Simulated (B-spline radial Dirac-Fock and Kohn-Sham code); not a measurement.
**What relativity does to the binding energies of Tm⁴²⁺**

System: the Tm⁴²⁺ ion in the configuration [Ar] 3d9.

Both columns are ΔSCF binding energies of the configuration average from a radial finite-basis atomic code: non-relativistic Hartree-Fock with a point nucleus, and Dirac-Fock with a finite nucleus and the Coulomb interaction alone, averaged over the two j levels with weights 2j+1.

```
shell  Hartree-Fock (eV)  Dirac-Fock (eV)  shift (eV)  shift (%)
   1s            57597.1          61784.8    +4187.66      +7.27
   2s            11103.6          12221.3    +1117.65     +10.07
   2p            10688.3          11070.0     +381.68      +3.57
   3s             3943.2           4240.4     +297.13      +7.54
   3p             3758.2           3879.5     +121.28      +3.23
   3d             3433.6           3436.8       +3.18      +0.09
```

Relativity binds 1s, 2s, 2p, 3s, 3p, 3d more strongly, among those listed most of all 2s in relative terms.

Values without a named source are computed, but for edge energies of neutral atoms, which are taken from tables.
